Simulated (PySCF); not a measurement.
# Energy of P²⁺ (phosphorus, charge +2) between two integer charges

The 3p alpha orbital of [Ne] 3s2 3p1 is emptied in steps (occupation f), with all orbitals relaxed, ending at [Ne] 3s2. Computed with PySCF 2.14 in aug-cc-pV(D+d)Z (5s4p3d, 32 functions), with the non-relativistic Hamiltonian (point nucleus). The exact energy is a straight line in f; departures are measured from the line between the end points of the same method.

Q: Among UHF, LDA, PBE, PBE0, r2SCAN, LC-wPBE, BHandHLYP, wB97X, M06-2X, CAM-B3LYP, which shows the largest delocalisation error (convex curve), and which is closest to linear?

A: Most convex: LDA (-1.354 eV at f = 0.5); closest to linear: UHF (0.089 eV).

| f | UHF (eV) | LDA (eV) | PBE (eV) | PBE0 (eV) | r2SCAN (eV) | LC-wPBE (eV) | BHandHLYP (eV) | wB97X (eV) | M06-2X (eV) | CAM-B3LYP (eV) |
| --- | --- | --- | --- | --- | --- | --- | --- | --- | --- | --- |
| 1 | 0.000 | 0.000 | 0.000 | 0.000 | 0.000 | 0.000 | 0.000 | 0.000 | 0.000 | 0.000 |
| 0.9 | 0.033 | -0.487 | -0.478 | -0.352 | -0.447 | -0.094 | -0.233 | -0.125 | -0.243 | -0.230 |
| 0.7 | 0.075 | -1.138 | -1.112 | -0.818 | -1.034 | -0.214 | -0.541 | -0.287 | -0.576 | -0.535 |
| 0.5 | 0.089 | -1.354 | -1.318 | -0.968 | -1.217 | -0.247 | -0.640 | -0.335 | -0.693 | -0.633 |
| 0.3 | 0.074 | -1.135 | -1.099 | -0.806 | -1.008 | -0.199 | -0.533 | -0.275 | -0.585 | -0.526 |
| 0.1 | 0.031 | -0.484 | -0.466 | -0.341 | -0.426 | -0.080 | -0.226 | -0.115 | -0.254 | -0.223 |
| 0 | 0.000 | 0.000 | 0.000 | 0.000 | 0.000 | 0.000 | 0.000 | 0.000 | 0.000 | 0.000 |

```csv
method,E(f=0) − E(f=1) (eV),−ε at f=1 (eV),−ε at f=0.5 (eV)
UHF,29.580,29.943,29.575
LDA,30.216,24.804,30.225
PBE,30.276,24.966,30.314
PBE0,30.288,26.368,30.325
r2SCAN,30.369,25.384,30.448
LC-wPBE,30.463,29.408,30.508
BHandHLYP,30.172,27.583,30.194
wB97X,30.165,28.769,30.202
M06-2X,29.975,27.287,29.948
CAM-B3LYP,30.307,27.743,30.332
```

Reference removal energy between the ground levels: 30.203 eV (measured; NIST Atomic Spectra Database, ionization energies). The calculation has no spin-orbit coupling. UHF lacks correlation.
